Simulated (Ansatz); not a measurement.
# Which method gave which barrier?

Saddle point of SiH₅BrO, singlet (SiH₄O ([OH][SiH3]) + HBr → SiH₃BrO ([OH][SiH2][Br]) + H₂; bonds formed: Si1–Br7, H2–H6; bonds broken: Si1–H2, H6–Br7), PBE0-D4/def2-TZVP structure:

```json
{"atom": "Si1", "x (Å)": "0.1158", "y (Å)": "0.5564", "z (Å)": "-0.2077"}
{"atom": "H2", "x (Å)": "0.4570", "y (Å)": "-0.7564", "z (Å)": "-1.2909"}
{"atom": "H3", "x (Å)": "1.2108", "y (Å)": "1.2078", "z (Å)": "-0.9680"}
{"atom": "H4", "x (Å)": "-1.1849", "y (Å)": "1.0722", "z (Å)": "-0.6544"}
{"atom": "O5", "x (Å)": "0.7005", "y (Å)": "0.5930", "z (Å)": "1.2985"}
{"atom": "H6", "x (Å)": "-0.1050", "y (Å)": "-1.1612", "z (Å)": "-0.7629"}
{"atom": "Br7", "x (Å)": "-1.3836", "y (Å)": "-1.5717", "z (Å)": "0.6649"}
{"atom": "H8", "x (Å)": "0.1892", "y (Å)": "0.0598", "z (Å)": "1.9205"}
```

Program: Ansatz 0.2.0. Basis: def2-TZVPP, with def2-QZVPP for the basis limit. Cores are frozen in the correlated methods. Filled d shells of the heavier atoms are correlated. The def2 sets are not built for correlating such inner shells, so the correlated values are less sure here. Extrapolation: Hartree–Fock as exp(−7.88 √X), correlation as X^−2.97. Four methods, as single points on the PBE0-D4 structures, gave these electronic barriers from the start structure: 21.63, 23.72, 31.88, 41.63 kcal/mol.

**Question.** The methods were, in alphabetical order, CCSD(T), HF, PBE-D4, r2SCAN-D4. Which gave which? (Judge from chemistry; the calculation decides.)

**Answer.** By the calculation: PBE-D4 21.63; r2SCAN-D4 23.72; CCSD(T) 31.88; HF 41.63 kcal/mol. For comparison, CCSD(T) at an estimated basis limit (MP2 extrapolated from triple and quadruple zeta, plus CCSD(T) − MP2 in triple zeta) gives 29.56 kcal/mol.

The T1 diagnostic stays at or below 0.011.

Labels in which every atom is bracketed show which atoms are joined, not bond orders.

For scale, one of the runs: CCSD(T)/def2-TZVPP, 191 basis functions, launched by `ansatz run in.yaml --threads 4 --pin off --events-out ev --progress --plain --max-ram 9574MiB`. The run took 54 s on 4 CPU threads of an Arm Neoverse V2 (shared host), with 2.1 GiB of host memory at its peak.
